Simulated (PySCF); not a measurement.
Screening by computed properties: pick the candidate that meets the target.

All species are isolated and taken at one optimised geometry, non-relativistic unless stated; the electronic structure was computed with PySCF and density fitting.

Dipoles, sizes and rotational constants follow the conformer. The torsions of the flexible species, by atom-mapped SMILES:
- `[H]/[N:8]=[CH:7]/[C@@H:5]([CH2:4]/[CH:3]=[CH:2]/[CH3:1])[CH3:6]`: C2–C3–C4–C5 -113°, C3–C4–C5–C6 -63°, C4–C5–C7–N8 116°
- `[F:1][C:2]([F:3])([F:4])[C@:5]12[C@@H:6]3[CH2:7][C@@:8]1([F:9])[CH2:10][C@H:11]23`: F1–C2–C5–C6 -163°
- `[O:1]=[C:2]([OH:3])[CH2:4][c:5]1[cH:6][cH:7][cH:8][c:9]([F:10])[cH:11]1`: O1–C2–C4–C5 -83°, C2–C4–C5–C6 -111°, H–O3–C2–O1 1°

The conformers of `CO[C@@H]1O[SiH2]OC[C@H]1Cl`, `COCC(=O)O[SiH2]CCl`, `NC[C@H]1[C@@H]2CC[C@H]1C2` and `C#C[C@H]1C[SiH2][SiH2]CS1` aren't listed.

Question: Wanted: HOMO energy above -7 eV (PBE0/pcSseg-1) and HOMO–LUMO gap above 7.1 eV (PBE0/pcSseg-1), at GFN2-xTB geometries. Which candidate meets both?
A. `[H]/N=C/[C@H](C)C/C=C/C`
B. `COCC(=O)O[SiH2]CCl`
C. `FC(F)(F)[C@]12[C@@H]3C[C@@]1(F)C[C@@H]32`
D. `CO[C@@H]1O[SiH2]OC[C@H]1Cl`
E. `C#C[C@H]1C[SiH2][SiH2]CS1`
F. `c1ccc(cc1F)CC(O)=O`
G. `C([C@H]1[C@@H]2CC[C@H]1C2)N`

Answer: G. Computed values:
```csv
species,HOMO energy,HOMO–LUMO gap
FC(F)(F)[C@]12[C@@H]3C[C@@]1(F)C[C@@H]32,-8.16 eV,9.60 eV
CO[C@@H]1O[SiH2]OC[C@H]1Cl,-8.00 eV,8.83 eV
COCC(=O)O[SiH2]CCl,-7.55 eV,7.27 eV
c1ccc(cc1F)CC(O)=O,-7.31 eV,6.53 eV
[H]/N=C/[C@H](C)C/C=C/C,-6.86 eV,6.99 eV
C([C@H]1[C@@H]2CC[C@H]1C2)N,-6.65 eV,8.02 eV
C#C[C@H]1C[SiH2][SiH2]CS1,-6.43 eV,6.33 eV
```
